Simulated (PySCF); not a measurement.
# How methods differ on the ionisation energy of Li+

Li+ 1s2 (1S) → Li(2+) 1s1 (2S), as a difference of total energies. Calculation: PySCF 2.14, in def2-SVP; no relativity, point nucleus. Correlated levels: valence: nothing frozen. The calculations carry no spin-orbit coupling.

```tsv
method	ionisation energy (eV)
UHF	75.776
MN15	77.169
B3LYP	77.166
MP2 (valence)	75.829
SCS-MP2 (valence)	75.840
CCSD (valence)	75.833
```

Question: How much does correlation contribute at MP2 (valence)?

Answer: 75.829 − (75.776) = 0.053 eV, measured against UHF.

Errors of the correlated levels include the incompleteness of this basis.

With two correlated electrons CCSD is exact in that space.

For comparison: 75.640 eV (theoretical estimate listed by NIST; NIST Atomic Spectra Database, ionization energies).
